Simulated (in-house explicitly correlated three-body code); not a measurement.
Values are calculated unless marked as measured or tabulated.
Taking the two-electron ground state apart, Z = 3.82

A variational code in 260 exponentially correlated functions gives, for two electrons around a point charge Z = 3.82 (non-relativistic, fixed nucleus, atomic units): E = -12.3603721, <1/r> = 3.507773 per electron, <1/r12> = 2.078641. From its density, U = 4.328105 (Hartree energy) and T_s = 12.319126 (kinetic energy of the doubly filled orbital √(n/2)). Further, <r²> = 0.257226 per electron, <r12²> = 0.530428 and <p1·p2> = 0.396776.

Task: Check the virial theorem, and compare with the screened hydrogenic estimate.

Result: V = −2Z<1/r> + <1/r12> = -26.799386 + 2.078641 = -24.720745, and 2E = -24.720744, so T = −E = 12.360372. A product of 1s orbitals with exponent Z − 5/16 = 3.5075 gives −3.5075² = -12.30256, which is 57.8 millihartree too high.

Task: Find the exchange and correlation energies of density-functional theory.

Result: For two electrons in one orbital E_x = −U/2 = -2.164052. The potential part of correlation is U_c = <1/r12> − U − E_x = -0.085411, the kinetic part T_c = T − T_s = 0.041246, and E_c = T_c + U_c = -0.044165 hartree. Restricted Hartree-Fock gives -12.316215, so the correlation energy of wave-function theory is -0.044157.

Task: What do the second moments say about angular correlation and diamagnetism?

Result: From r12² = r1² + r2² − 2 r1·r2, <r1·r2> = <r²> − <r12²>/2 = -0.00799 bohr². It vanishes for a product of s orbitals, and its negative sign shows that the electrons favour opposite sides of the nucleus. The Langevin susceptibility is −0.79199e-6 × 2<r²> = -0.4074e-6 cm³/mol.

Task: How does a model nuclear mass of 7.6 u change the ionisation energy, to first order in m/M (1 hartree = 27.211386 eV)?

Result: m/M = 1/(7.6 × 1822.8885) = 7.21816e-05. With a fixed nucleus the second electron is bound by −Z²/2 − E = 5.064172 hartree = 137.8031 eV. The reduced mass scales this by 1 − m/M, a change of -9.947 meV. The mass-polarisation term raises the two-electron state by (m/M)<p1·p2> = 28.64 microhartree, a further -0.779 meV. The sum is 137.7924 eV, before relativistic and QED terms.
